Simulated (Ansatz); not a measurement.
Reaction (redistribution): `[F][Ti]([F])([F])[Cl]` + `[I][GaH][I]` → `[F][Ti]([F])([Cl])[I]` + `[F][GaH][I]`

Gas-phase electronic energies from Ansatz, PBE0-D4/def2-TZVP geometries. CCSD(T)/CBS is the MP2 limit (def2-TZVPP, def2-QZVPP) plus CCSD(T) − MP2 in def2-TZVPP, frozen cores. Functionals use def2-TZVPP. HSE06 is defined as in plane-wave codes. Elements past krypton have def2 core potentials. For Ga, I, Ti outer-core shells are correlated without core-valence functions, which leaves a few kJ/mol of doubt a bond. Scalar relativity is left out up to krypton.

```tsv
level	ΔE (kJ/mol)	difference from CCSD(T)/CBS
r2SCAN-D4	72.8	2.3
PBE0-D4	78.6	8.1
r2SCAN0-D4	77.3	6.8
HSE06-D4	78.5	8.0
ωB97X-V	82.3	11.8
revPBE	75.0	4.5
r2SCAN	73.0	2.5
PBE0	78.8	8.3
BHLYP	79.9	9.4
HF/def2-SVP	90.1	19.6
MP2/def2-SVP	67.4	-3.1
HF/def2-TZVPP	90.6	20.1
SCS-MP2/def2-TZVPP	64.6	-5.9
CCSD(T)/def2-TZVPP	69.4	-1.1
MP2/def2-QZVPP	59.5	-11.0
CCSD/CBS(def2)	80.4	9.9
CCSD(T)/CBS	70.5	0
```

Largest T1 diagnostic among the species: 0.024, so the coupled-cluster value is less sure than usual.

In def2-TZVPP, CCSD(T) changes the Hartree–Fock value by −21.2 kJ/mol (the triples alone add −9.9 kJ/mol) and MP2 by −30.9 kJ/mol. From PBE to PBE0 (25 % exact exchange), in def2-TZVPP and without D4, ΔE moves by +4.5 kJ/mol. Leaving LDA and LC-ωPBE aside and taking each functional with its dispersion term where it has one, the values, not all of them listed here, spread over 18.3 kJ/mol, from B2PLYP to ωB97X-V.
